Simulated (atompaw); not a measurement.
## An all-electron radial function and its pseudo partner (P)

Columns: radius, all-electron u(r) and pseudo u(r) of the 3p shell (level -5.51 eV) of phosphorus in the configuration [Ne] 3s2 3p3; PBE, scalar-relativistic, PAW (atompaw) scheme, atompaw 4.2.0.5.

```
r (bohr)  all-electron  pseudo
   0.079       -0.0947  0.0046
   0.158       -0.2180  0.0183
   0.237       -0.2858  0.0406
   0.315       -0.2935  0.0703
   0.394       -0.2556  0.1073
   0.473       -0.1877  0.1500
   0.552       -0.1031  0.1971
   0.631       -0.0112  0.2471
   0.710        0.0815  0.2987
   0.788        0.1697  0.3496
   0.867        0.2530  0.4000
   0.946        0.3289  0.4480
   1.025        0.3966  0.4926
   1.104        0.4563  0.5330
   1.183        0.5081  0.5687
   1.262        0.5522  0.5992
   1.340        0.5884  0.6244
   1.419        0.6181  0.6447
   1.498        0.6413  0.6602
   1.577        0.6585  0.6713
   1.656        0.6703  0.6784
   1.735        0.6774  0.6819
   1.813        0.6803  0.6824
   1.892        0.6796  0.6803
   1.971        0.6756  0.6757
   2.050        0.6690  0.6690
```

**Question.** How many radial nodes do the two functions have?

**Answer.** The all-electron 3p function has n − l − 1 = 1; the pseudo-wave has 0, since the states of the same l below it are removed with the core.

**Question.** Where does each function peak?

**Answer.** Outermost all-electron maximum near 1.81 bohr, pseudo maximum near 1.81 bohr (to the table’s step).

**Question.** Is the pseudo-wave norm-conserving?

**Answer.** No, it belongs to a PAW set: the norm inside the radius is not constrained, and the difference is carried by the augmentation charge.
